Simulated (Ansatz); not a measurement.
Molecule: C₂H₈NSi (charge 0, doublet). It need not be the lowest isomer of its formula. SMILES: C[Si](C)N
Geometry from a B3LYP-D3(BJ)/def2-TZVP (Ansatz, a program for electronic structure) optimisation:
```xyz
12

C      1.1411    -1.2385     0.5663
Si     0.0289    -0.0867    -0.4296
C     -1.7596    -0.1876     0.1590
N      0.5738     1.5364    -0.1224
H      0.8529    -2.2804     0.4151
H      1.0625    -1.0086     1.6335
H      2.1875    -1.1381     0.2716
H     -2.1661    -1.1865    -0.0087
H     -2.3963     0.5227    -0.3719
H     -1.8172     0.0347     1.2292
H      1.5546     1.7567    -0.2166
H      0.0121     2.3156    -0.4331
```
Charge 0, spin multiplicity 2.

Quantity: atomisation energy (electronic, to ground-state atoms); the coupled-cluster value holds the core correlation from cc-pwCVTZ, in kcal/mol. Cores are frozen in the correlated levels unless marked. UHF or UKS for open shells. No spin-orbit coupling. Non-relativistic. CBS marks a two-point X^-3 extrapolation of the correlation energy; Hartree-Fock from the larger set.

Level to compare with: CCSD(T)/CBS(cc-pV(T+d)Z,cc-pV(Q+d)Z) plus the core term (Ansatz), 1034.1 kcal/mol. It is a level with limits of its own, and the differences hold the functionals' basis error too.

Rank these functionals by how close they come to CCSD(T)/CBS(cc-pV(T+d)Z,cc-pV(Q+d)Z), closest first: r2SCANh/def2-TZVPD (Ansatz); SVWN5/def2-TZVPD (Ansatz); B97M-V/def2-TZVPD (Ansatz).

B97M-V/def2-TZVPD (meta-GGA with VV10, 1032.3 kcal/mol, difference -1.8), r2SCANh/def2-TZVPD (hybrid meta-GGA, 1027.6 kcal/mol, difference -6.5), SVWN5/def2-TZVPD (LDA, 1163.8 kcal/mol, difference 129.7)
